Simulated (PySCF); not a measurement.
C7H13FO.
Atom-mapped SMILES: `[F:1][CH2:2][C@H:3]1[CH2:4][CH2:5][CH2:6][O:7][CH2:8][CH2:9]1`

Probes without a nucleus sit at each ring's centroid and 1 Å off its mean plane on both sides; NICS is minus the shielding there, NICSzz its component along the normal. Level: GIAO PBE0/pcSseg-1 (PySCF, non-relativistic, gas phase) on the GFN2-xTB geometry, one conformer.

Ring bond lengths (Å), with Mayer bond orders in brackets: C3–C4 1.537 (1.03), C4–C5 1.528 (1.04), C5–C6 1.530 (1.03), C6–O7 1.414 (0.91), O7–C8 1.406 (0.94), C8–C9 1.538 (1.02), C9–C3 1.535 (1.00).

What do the NICS probes read (ppm)?

```tsv
ring	type	NICS(0)	NICS(1), two faces	NICS(1)zz, two faces	rms pucker (Å)	centre to ring atoms, mean (Å)
C3–C4–C5–C6–O7–C8–C9	7-membered ring with O; formal bonds all single	-2.7	-1.9 / -2.2	2.0 / -0.8	0.31	1.62
```

What can be read from them?

- C3–C4–C5–C6–O7–C8–C9: mean NICS(1)zz 0.6 ppm, near zero. C3, C4, C5, C6, C8, C9 have four or more neighbours, so the value isn't read as a sign of a π ring current.
